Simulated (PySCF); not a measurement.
C8H6S.
Bonds: C1–C2 (aromatic), C2–C3 (aromatic), C3–C4 (aromatic), C4–C5 (aromatic), C5–S6 (aromatic), S6–C7 (aromatic), C7–C8 (aromatic), C8–C9 (aromatic), C1–C9 (aromatic), C4–C8 (aromatic). Hydrogens: H10 on C1; H11 on C2; H12 on C3; H13 on C5; H14 on C7; H15 on C9.

Theory: PySCF 2.14.0, PBE0/def2-SV(P) geometry optimisation, gas phase.

(1) What internal coordinates does the optimisation give?

Answers

(1) 
```json
{"bond": "C1–C2", "length (pm)": "143.0"}
{"bond": "C3–C4, C8–C9", "length (pm)": "142.8"}
{"bond": "C4–C5, C7–C8", "length (pm)": "138.9"}
{"bond": "C5–S6, S6–C7", "length (pm)": "170.1"}
{"bond": "C1–C9, C2–C3", "length (pm)": "136.9"}
{"bond": "C4–C8", "length (pm)": "144.8"}
{"bond": "C1–H10, C2–H11", "length (pm)": "109.4"}
{"bond": "C3–H12, C9–H15", "length (pm)": "109.4"}
{"bond": "C5–H13, C7–H14", "length (pm)": "109.0"}
```

Bonds in one row agree within 1 pm and their mean is given. A selection of angles:
```json
{"angle": "C2–C1–C9", "degrees": "121.2"}
{"angle": "C2–C3–C4", "degrees": "119.4"}
{"angle": "C3–C4–C5", "degrees": "128.8"}
{"angle": "C3–C4–C8", "degrees": "119.4"}
{"angle": "C5–C4–C8", "degrees": "111.9"}
{"angle": "C4–C5–S6", "degrees": "111.2"}
{"angle": "C5–S6–C7", "degrees": "93.8"}
```

The 6-membered ring C1–C2–C3–C4–C8–C9 has internal angles of 119.4° to 121.2° (sum 720°, against 720° for a flat polygon); it is planar, 0.00 Å rms from its mean plane, widest ring torsion 0°. The 5-membered ring C4–C5–S6–C7–C8 has internal angles of 93.8° to 111.9° (sum 540°, against 540° for a flat polygon); it is planar, 0.00 Å rms from its mean plane, widest ring torsion 0°. The 9 heavy atoms lie in one plane (0.001 Å rms). The C–C distances run from 1.369 Å (C1–C9, aromatic) to 1.448 Å (C4–C8, aromatic), a spread of 0.079 Å.

Point group: C2v (tolerance 0.08 Å). Whether it is a minimum is left open (no frequencies).
